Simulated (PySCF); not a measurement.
PySCF input for C4H9O, SMILES O[CH]CCC, multiplicity 2, PBE0/pcH-1. Geometry optimised at r2SCAN-D4/def2-SVP. The isomer is the one that the SMILES or the coordinates give; other isomers of the formula were not compared. Other conformers were not sampled.

```python
import numpy as np
from pyscf import gto, scf, dft
from pyscf.prop.hfc import uks as hfc

mol = gto.M(
    atom='''
    C     2.36253965   -0.25230911   -0.01889325
    C     0.90188104   -0.35869946   -0.43781220
    C     0.00555807    0.69626283    0.23980874
    C    -1.43462212    0.58226379   -0.10045252
    O    -2.03590236   -0.55404923    0.37954423
    H     2.98451627   -1.01640700   -0.51138495
    H     2.78213063    0.73504189   -0.27552913
    H     2.47394463   -0.38301034    1.07043555
    H     0.50412498   -1.35814373   -0.19015689
    H     0.81308877   -0.25541221   -1.53485124
    H     0.12218142    0.60078614    1.33714388
    H     0.35799318    1.70852712   -0.02718594
    H    -1.82224836    0.98761520   -1.04700313
    H    -2.94065255   -0.59171149    0.04627358
    ''',
    basis='pcH-1',
    charge=0,
    spin=1,
    max_memory=1600,
    verbose=3,
)
mf = dft.UKS(mol, xc='pbe0').density_fit(auxbasis='def2-universal-jkfit')
mf.grids.level = 3
mf.conv_tol = 1e-10
mf.max_cycle = 100
mf.kernel()
fine, coarse = mf.grids, dft.Grids(mol).set(level=1).build(with_non0tab=True)
for _ in range(3):  # follow internal instabilities
    mf.grids = coarse
    mo, _, stable, _ = mf.stability(return_status=True, nroots=4)
    mf.grids = fine
    if stable:
        break
    mf.kernel(mf.make_rdm1(mo, mf.mo_occ))
A = hfc.HFC(mf).make_fcdip(mf.make_rdm1())  # Fermi contact and dipolar terms, MHz
print('atom   A(iso)/MHz   principal dipolar parts/MHz')
for i, a in enumerate(A):
    w = np.linalg.eigvalsh((a + a.T) / 2)
    print(f'{mol.atom_symbol(i):2s}{i + 1:3d} {w.mean():12.2f}', (w - w.mean()).round(2))
```

Program output:

```

WARN: HOMO -0.151647537730319 >= LUMO -0.151647537730316

converged SCF energy = -232.747677844512  <S^2> = 0.75382258  2S+1 = 2.0038189
<class 'pyscf.df.df_jk.DFUKS'> wavefunction is stable in the internal stability analysis
atom   A(iso)/MHz   principal dipolar parts/MHz
C   1         2.26 [-1.03 -0.97  1.99]
C   2        61.31 [-5.39 -5.14 10.53]
C   3       -23.75 [-1.81 -1.62  3.43]
C   4       178.38 [-74.88 -73.76 148.63]
O   5       -19.62 [-62.68  29.8   32.88]
H   6         4.05 [-1.19 -0.52  1.72]
H   7         0.28 [-1.33 -0.86  2.19]
H   8        -0.52 [-1.43 -0.7   2.13]
H   9        -4.65 [-4.54 -1.14  5.68]
H  10        -3.92 [-4.71 -1.77  6.49]
H  11        41.28 [-5.46 -4.56 10.02]
H  12        11.20 [-5.86 -4.18 10.04]
H  13       -32.48 [-33.59  -1.78  35.37]
H  14        -9.18 [-12.82  -9.13  21.94]
```

The calculation finished and met its thresholds.
